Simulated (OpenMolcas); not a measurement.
# Cr V: effect of the active space

* Program: OpenMolcas
* Method: CASSCF or its RAS form
* Basis: ANO-RCC-VQZP
* Scalar Hamiltonian: DKH2, point nucleus
* Spin-orbit coupling: RASSI with atomic mean-field integrals over the reference wave functions, term energies averaged over their components

A. 2 electrons in 5 orbitals (3d); 2S+1 = 3 even, 10 roots; 2S+1 = 1 even, 15 roots; cost roughly 5 core-seconds
B. 8 electrons in 8 orbitals (RAS1 3p, at most 2 holes; RAS2 3d); 2S+1 = 3 even, 10 roots; 2S+1 = 1 even, 15 roots; cost of the order of 14 core-seconds
C. 2 electrons in 10 orbitals (3d 4d); 2S+1 = 3 even, 10 roots; 2S+1 = 1 even, 15 roots; cost roughly 10 core-seconds

Energies in cm⁻¹ above 3d² ³F₂, the measured ground level; measured values from Sugar and Corliss, J. Phys. Chem. Ref. Data 6, 317 (1977).

```csv
Level,A,B,C,Measured
3d² ³F₂,0.0,0.0,0.0,0.0
3d² ³F₃,501,523,505,508
3d² ³F₄,1144,1192,1152,1142
3d² ¹D₂,16478,15054,16103,13188
3d² ³P₀,19297,18257,18918,15492
3d² ³P₁,19473,18441,19093,15677
3d² ³P₂,19862,18836,19478,16041
3d² ¹G₄,25266,26061,24697,22019
3d² ¹S₀,61283,54247,59084,51146
```

Deviations, from unrounded energies. A percentage is the sum of absolute deviations over the sum of measured energies, with the sign that they share, or ± where signs differ.

| Against measurement | Levels | A | B | C |
| --- | --- | --- | --- | --- |
| mean absolute deviation (cm-1) | 8 | 3500 | 2200 | 3000 |
| fine structure of the ground term (%) | 2 | ±0.6 | +3.9 | ±0.8 |
| other terms of the ground configuration (%) | 6 | +21.0 | +13.0 | +17.8 |

B lies closest to measurement on these levels and A furthest from it. The largest miss of B in the table is 3d² ¹G₄, by +4000 cm-1. The ranking rests on the paired levels alone, and a cruder setting can come out closer through cancelling errors.

Among A to C the level of the table that moves most is 3d² ¹S₀, by 7000 cm-1 (lowest in B, highest in A).

Without dynamic correlation excited terms often stand tens of per cent too high (terms of higher spin than the ground term too low), and those without a measured partner can miss by more than the paired ones. Active for correlation alone: 3p; no level in the range computed is led by a configuration that opens it, so any true level of that kind is missing (holds for B). Active for correlation alone: 4d; no level in the range computed is led by a configuration that fills it, so any true level of that kind is missing (holds for C). Computed and measured levels are paired by configuration, term and J; levels that our copy of the source lacks, or whose pairing is in doubt (as where it misses far off the trend of its configuration), stay unpaired and out of the deviations. Only configurations of the active space appear.
